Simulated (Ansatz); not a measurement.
Species: sum formula Si2N2H9 (charge +1, singlet). It need not be the lowest isomer of its formula. 
Geometry from a B3LYP-D3(BJ)/def2-TZVP (Ansatz, a program for electronic structure) optimisation:
SMILES: [SiH3][NH2+][SiH2]N
```xyz
13

N      2.4803    -0.4210    -0.1372
Si     1.0602     0.2370     0.4634
N     -0.4400    -0.6034    -0.3516
Si    -2.0633     0.3079    -0.1887
H      3.0129    -0.0030    -0.8849
H      2.9777    -1.1767     0.3087
H      0.8411     1.6267     0.0455
H      0.7988    -0.0822     1.8708
H     -0.2270    -0.7466    -1.3417
H     -0.5325    -1.5453     0.0355
H     -2.0708     0.7504     1.2125
H     -1.9409     1.4024    -1.1592
H     -3.0983    -0.6825    -0.5115
```
Charge +1, spin multiplicity 1.

Basis-set convergence of Hartree-Fock and CCSD correlation energies (hartree) with Ansatz. Correlated levels leave the core frozen unless marked. No spin-orbit coupling. No relativistic terms.

```tsv
basis	functions	E(HF)	E(corr, CCSD)
cc-pV(D+d)Z	119	-691.87247	-0.60696
cc-pV(T+d)Z	264	-691.94361	-0.73145
cc-pV(Q+d)Z	508	-691.95966	-0.77116
```

Extrapolating the two largest sets (X = 3 and 4) as X^-3: E(corr) = (64·(-0.77116) - 27·(-0.73145))/37 = -0.8001 Eh, an estimate of the basis-set limit. The largest set recovers 96.4 % of it, the smallest 75.9 %.
